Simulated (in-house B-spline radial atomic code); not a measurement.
**Ag VI (Ag5+): [Kr] 4d6**

Level of theory: non-relativistic r2SCAN0, spin-polarised, spherical fractional occupations, exact exchange averaged over the configuration, point nucleus; calculated with a radial B-spline atomic code at the basis-set limit.

Effective charges: Z_r = [3n² - l(l+1)]/(2<r>) from the radius, Z_e = n√(-2ε) from the energy, and Slater's rules. Values are occupation-weighted means over spin.

```csv
shell,electrons,ε (eV),<r> (bohr),Z_r,Z_e,Slater
1s,2,-24727,0.03239,46.30,42.63,46.70
2s,2,-3665.3,0.1404,42.74,32.83,42.85
2p,6,-3411.7,0.1201,41.65,31.67,42.85
3s,2,-746.03,0.3797,35.55,22.21,35.75
3p,6,-643.07,0.3721,33.59,20.62,35.75
3d,10,-453.95,0.345,30.44,17.33,25.85
4s,2,-169.82,0.9238,25.98,14.13,19.25
4p,6,-135.72,0.9785,23.51,12.63,19.25
4d,6,-81.934,1.143,18.37,9.82,9.25
```

The least bound orbital is 4d down at -77.77 eV, and it is also the most diffuse (<r> = 1.153 bohr).

The density falls to 0.001 bohr⁻³ at 2.706 bohr; Σ<r²> = 20.392 bohr² gives, by the non-relativistic formula and without the paramagnetism of open shells, a Langevin diamagnetic susceptibility of -16.15×10⁻⁶ cm³/mol.
